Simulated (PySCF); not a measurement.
Computed IR spectrum (relative IR intensity) of a molecule CH₇NSi₃. The structure is a stationary point at r2SCAN-D4/def2-SVP. The values are those of a single conformer. Computed with r2SCAN-D4/def2-SVP (PySCF 2.14.0). Frequencies are harmonic and unscaled.

Lines under 2 % of the strongest are left out, and lines within 2 cm⁻¹ are merged.

| ν (cm⁻¹) | relative intensity |
|---|---|
| 207 | 6.7 |
| 407 | 6.8 |
| 424 | 2.2 |
| 466 | 3.7 |
| 501 | 5.1 |
| 541 | 4.2 |
| 575 | 3.4 |
| 615 | 12 |
| 667 | 11 |
| 699 | 41 |
| 752 | 21 |
| 770 | 51 |
| 853 | 100 |
| 900 | 8.3 |
| 928 | 46 |
| 932 | 18 |
| 1289 | 4.3 |
| 1576 | 18 |
| 2185 | 52 |
| 2196 | 7.9 |
| 2203 | 61 |
| 2210 | 24 |
| 2221 | 35 |
| 2225 | 43 |
| 3001 | 30 |

**Question.** Which structure fits?
(A) [SiH3][Si@H]1N=C[SiH2]1
(B) [SiH3][Si@@H]1C=N[SiH2]1
(C) [SiH3]C1=N[SiH2][SiH2]1
(D) C1=N[SiH2][SiH2][SiH2]1

**Answer.** A, [SiH3][Si@H]1N=C[SiH2]1
